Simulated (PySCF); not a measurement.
## Phosphorus: a sound run and one with changed settings

Sound run: P²⁺ [Ne] 3s2 3p1, P³⁺ [Ne] 3s2. Computed with PySCF 2.14 in pcseg-2 (5s4p2d1f, 34 functions), with no relativity, point nucleus. The sound run starts from symmetry-adapted Hartree-Fock orbitals and uses a fine grid where one is needed.

Changed run: initial guess minao, at most 5 SCF cycles. This setting is unsound on purpose.

| species | method | sound run (hartree) | changed run (hartree) | converged |
| --- | --- | --- | --- | --- |
| P²⁺ | UHF | -339.64061 | -339.64061 | no |
| P²⁺ | M06-L | -340.14822 | -340.14822 | no |
| P²⁺ | M06-2X | -340.14803 | -340.14803 | no |
| P³⁺ | UHF | -338.55477 | -338.55477 | no |
| P³⁺ | M06-L | -339.04516 | -339.04516 | no |
| P³⁺ | M06-2X | -339.04594 | -339.04594 | no |

The SCF was stopped early; the energies are upper bounds that still move, and correlated levels were skipped or rest on poor orbitals.
